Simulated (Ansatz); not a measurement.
Relaxation of CH2Cl2Si (6 atoms, charge 0, multiplicity 1), to a largest force component of 0.015 eV/Å in at most 40 steps.

Method: RKS r2SCANh-D4/6-31G* in Ansatz 0.2.0.

```xyz
6
Properties=species:S:1:pos:R:3:forces:R:3
Cl 0.778 -0.441 -2.110 0.03 0.04 0.30
C 0.851 -0.206 -0.377 -1.61 0.29 -0.04
Si -0.569 0.184 0.586 2.03 -0.46 -0.72
Cl -2.415 0.410 -0.122 -0.74 0.07 -0.43
H 1.848 -0.323 0.009 0.21 0.00 0.32
H -0.494 0.376 2.015 0.07 0.07 0.57
```

Where does it end, and by what steps?

The run converged. After 7 steps the energy has fallen by 0.084 eV; H5 moved furthest, 0.08 Å.

```
step  energy less start (eV)  largest force component (eV/Å)  accepted
   0                  0.0000                           2.028       yes
   1                 -0.0698                           0.645       yes
   2                 -0.0722                           0.251       yes
   3                 -0.0806                           0.252       yes
   4                 -0.0820                           0.161       yes
   5                 -0.0831                           0.083       yes
   6                 -0.0838                           0.020       yes
   7                 -0.0839                           0.010       yes
```

```xyz
6
Properties=species:S:1:pos:R:3
Cl 0.801 -0.445 -2.113
C 0.808 -0.201 -0.403
Si -0.542 0.179 0.578
Cl -2.425 0.407 -0.148
H 1.788 -0.308 0.054
H -0.430 0.368 2.032
```

Run time: 24 s on 1 thread of Intel(R) Xeon(R) 6975P-C (Granite Rapids) (shared host), peak memory 0.18 GiB.
